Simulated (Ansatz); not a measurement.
Name a neutral molecule of B, C, S, Si and H with HOMO energy (B3LYP/def2-TZVPP) between -7.70 and -7.40 eV and size of the dipole moment (B3LYP/def2-TZVPP) between 1.35 and 1.65 D (Ansatz, PBE0-D4/def2-TZVP geometry).

`BS[SiH2][SiH2]C` (-7.46 eV, 1.41 D). Other molecules can fit too; these were computed, each in one conformer that needn't be the lowest.

B3LYP here is the variant with VWN-RPA as its local correlation; programs differ in this.
